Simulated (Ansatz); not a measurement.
This geometry of CH$_{8}$BFOSi$_{2}$ (14 atoms, charge 0, multiplicity 1) is a first-order saddle point.

Computed with Ansatz 0.2.0, RKS B3LYP-D4/def2-SVP.

```xyz
14
Properties=species:S:1:pos:R:3
F -2.390 1.167 2.310
B -1.172 0.824 1.913
O -1.030 0.385 0.652
C 0.239 -0.017 0.095
Si 0.109 -1.860 -0.380
Si 0.708 1.144 -1.366
H -0.244 0.920 2.681
H 1.030 0.072 0.864
H -0.931 -2.042 -1.430
H 1.432 -2.312 -0.902
H -0.255 -2.651 0.830
H 1.981 1.858 -1.060
H -0.389 2.129 -1.563
H 0.901 0.354 -2.617
```

(1) Which two structures does it join? (They come from a converged band through this point; their orientation in space is the band's.)

(2) How far does it lie above each of them?

Answers

(1) No bond is made or broken. The dihedral Si5–C4–Si6–H13 goes from 179 to 59°. The two ends are copies of one structure, up to a mirror image or an exchange of like atoms.

Image 0:

```xyz
14
Properties=species:S:1:pos:R:3
F -2.999 0.696 1.676
B -1.681 0.632 1.554
O -1.186 0.170 0.393
C 0.229 0.048 0.130
Si 0.622 -1.800 -0.139
Si 0.660 1.195 -1.332
H -0.976 0.985 2.471
H 0.811 0.390 1.009
H -0.115 -2.308 -1.329
H 2.090 -1.953 -0.356
H 0.208 -2.565 1.071
H 2.127 1.116 -1.590
H 0.285 2.595 -0.980
H -0.086 0.769 -2.548
```

Image 6:

```xyz
14
Properties=species:S:1:pos:R:3
F -2.232 1.317 2.361
B -1.055 0.876 1.938
O -0.968 0.460 0.663
C 0.251 -0.046 0.079
Si -0.045 -1.862 -0.424
Si 0.757 1.123 -1.342
H -0.114 0.860 2.696
H 1.066 -0.035 0.829
H -1.116 -1.936 -1.457
H 1.222 -2.423 -0.977
H -0.458 -2.638 0.780
H 0.941 2.499 -0.797
H -0.301 1.137 -2.389
H 2.039 0.638 -1.931
```

(2) 0.096 eV above the first and 0.096 eV above the second. This is the barrier of this one path; another mechanism may lie lower.

Run time: 2.7 min on 2 threads of Arm Neoverse V1 (shared host), peak memory 0.34 GiB.
